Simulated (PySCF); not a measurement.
## From a log to its input

A PySCF 2.14 run on the atoms Mg 0 0 0; Se 0 0 2.412 (angstrom) printed this (some set-up lines and the per-cycle HOMO/LUMO lines with their warnings removed):

```
PySCF version 2.14.0


nuclear repulsion = 89.512563041194
point group symmetry = Coov
symmetry origin: [0.         0.         3.36897087]
symmetry axis x: [1. 0. 0.]
symmetry axis y: [0. 1. 0.]
symmetry axis z: [0. 0. 1.]
num. orbitals of irrep A1 = 18
num. orbitals of irrep E1x = 9
num. orbitals of irrep E1y = 9
num. orbitals of irrep E2x = 2
num. orbitals of irrep E2y = 2
number of shells = 18
number of NR pGTOs = 136
number of NR cGTOs = 40
basis = 6-31g
ecp = {}

******** <class 'pyscf.scf.hf_symm.SymAdaptedRHF'> ********
method = SymAdaptedRHF
initial guess = minao
damping factor = 0
level_shift factor = 0
DIIS = <class 'pyscf.scf.diis.CDIIS'>
SCF conv_tol = 1e-09
SCF max_cycles = 50
Freeze 0 electrons in irreps []
    46 free electrons in irreps A1 E1x E1y E2x E2y
Initial guess from minao.
init E= -2598.13353274932
cycle= 1 E= -2598.99115493433  delta_E= -0.858  |g|= 0.38  |ddm|= 1.51
cycle= 2 E= -2599.01644816754  delta_E= -0.0253  |g|= 0.37  |ddm|= 1.22
cycle= 3 E= -2599.06474643143  delta_E= -0.0483  |g|= 0.0137  |ddm|= 0.504
cycle= 4 E= -2599.06487011646  delta_E= -0.000124  |g|= 0.00378  |ddm|= 0.0368
cycle= 5 E= -2599.06488549559  delta_E= -1.54e-05  |g|= 0.00106  |ddm|= 0.0137
cycle= 6 E= -2599.06488733267  delta_E= -1.84e-06  |g|= 0.000503  |ddm|= 0.00373
cycle= 7 E= -2599.06488805734  delta_E= -7.25e-07  |g|= 0.000283  |ddm|= 0.00262
cycle= 8 E= -2599.06488837168  delta_E= -3.14e-07  |g|= 3.52e-05  |ddm|= 0.00272
cycle= 9 E= -2599.06488837463  delta_E= -2.95e-09  |g|= 4.25e-06  |ddm|= 0.000245
cycle= 10 E= -2599.06488837466  delta_E= -2.64e-11  |g|= 6.1e-07  |ddm|= 2.74e-05
Extra cycle  E= -2599.06488837466  delta_E= 4.55e-13  |g|= 2.16e-07  |ddm|= 2.51e-06
converged SCF energy = -2599.06488837466

******** <class 'pyscf.mp.mp2.RMP2'> ********
nocc = 13, nmo = 30
frozen orbitals 10
E(RMP2) = -2599.27517451864  E_corr = -0.210286143980944
E(SCS-RMP2) = -2599.25968009643  E_corr = -0.194791721774729
E_corr(same-spin) = -0.0664057511566202
E_corr(oppo-spin) = -0.143880392824324
Dipole moment(X, Y, Z, Debye):  0.00000,  0.00000, -9.03754
orbital energies (hartree): [-0.3287 -0.2869 -0.2869 -0.061   0.0371  0.0371]
```

Q: Write the input that gave this log.

A: The input was:

```python
from pyscf import gto, scf, mp

mol = gto.M(
    atom='Mg 0 0 0; Se 0 0 2.412',
    basis='6-31g',
    charge=0,
    spin=0,
    symmetry=True,
    verbose=4,
)
mf = scf.RHF(mol)
mf.kernel()
mp.MP2(mf, frozen=10).kernel()
mf.dip_moment()
print('orbital energies (hartree):', mf.mo_energy[..., max(0, mol.nelec[1]-3):mol.nelec[0]+3].round(4))
```

Stability towards an unrestricted solution was not tested. The bond length is a typed value, not an optimised one.
